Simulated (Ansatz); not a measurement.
Ansatz (a first-principles code) input:

Ansatz 0.2 input:
```yaml
crystal:
  periodic: [false, false, false]
  atoms:
    - {symbol: Si, position_ang: [-1.99103813, 0.24646821, 0.26234898]}
    - {symbol: C, position_ang: [-0.20378274, 0.03088087, 0.03481600]}
    - {symbol: C, position_ang: [0.78755857, 0.55370316, 0.81340260]}
    - {symbol: C, position_ang: [2.09519506, 0.16391399, 0.32008997]}
    - {symbol: C, position_ang: [2.03986436, -0.63149677, -0.80256367]}
    - {symbol: C, position_ang: [0.53305222, -0.75959354, -1.04715021]}
    - {symbol: H, position_ang: [-2.75646720, -1.02934904, 0.45992474]}
    - {symbol: H, position_ang: [-2.69863853, 0.88324387, -0.89801561]}
    - {symbol: H, position_ang: [-2.32582672, 1.09726993, 1.44640463]}
    - {symbol: H, position_ang: [0.61014255, 1.17977306, 1.68763622]}
    - {symbol: H, position_ang: [3.00907487, 0.48872487, 0.81648839]}
    - {symbol: H, position_ang: [0.28397808, -0.39572339, -2.05368797]}
    - {symbol: H, position_ang: [0.24094605, -1.81894056, -1.04320424]}
basis:
  gaussian:
    orbitals: def2-TZVPD
hamiltonian:
  xc: {name: B3LYP}
total_charge: -1
output: {forces: true}
```

Task: Predict the final energy.

Result: -484.26608 Eh (B3LYP/def2-TZVPD). The basis has 291 functions.

It need not be the lowest isomer of its formula. Whether it binds its extra electron was not tested at this geometry.
